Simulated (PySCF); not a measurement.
Precursor series Cd Br-H. Isolated molecules, 0 K electronic values unless said otherwise.

Calculation: TPSSh-D3(BJ)/def2-TZVP // PBE-D3(BJ)/def2-SVP in PySCF 2.14.0. 

```tsv
species	mean distance from the central atom to its bonded neighbours (Å)	HOMO (eV)	HOMO–LUMO gap (eV)
0 of 2 Br replaced by H ([Cd(Br)2])	2.420	-7.72	4.95
1 of 2 Br replaced by H ([Cd(Br)(H)])	2.048	-7.41	6.05
2 of 2 Br replaced by H ([Cd(H)2])	1.686	-7.27	6.33
```
